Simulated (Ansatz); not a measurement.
```yaml
crystal:
  periodic: [false, false, false]
  atoms:
    - {symbol: O, position_ang: [-1.098792, -1.848523, 0.156318]}
    - {symbol: Ta, position_ang: [-0.398705, -0.286119, 0.099407]}
    - {symbol: O, position_ang: [1.094449, -0.321377, 1.269784]}
    - {symbol: O, position_ang: [0.087620, 0.021428, -1.708760]}
    - {symbol: Cl, position_ang: [-1.924997, 1.304923, 0.798390]}
    - {symbol: H, position_ang: [1.768009, 0.320518, 1.494351]}
    - {symbol: H, position_ang: [0.533616, 0.741048, -2.155289]}
basis:
  gaussian: {orbitals: def2-TZVPPP}
total_charge: -1
magnetization: {spin_polarized: true, initial_magnetization: 1}
hamiltonian: {xc: {name: PBE0-DH}}
output: {forces: true}
```

```sh
$ ansatz run in.yaml --threads 4 --pin off --events-out ev --progress --plain --max-ram 10444MiB
```

(1) How does Ansatz answer? (An estimate is asked.)

Answers

(1) Computed: The input was rejected before any iteration.
```
Error: <dir> can't be read: No such file or directory (os error 2)
```
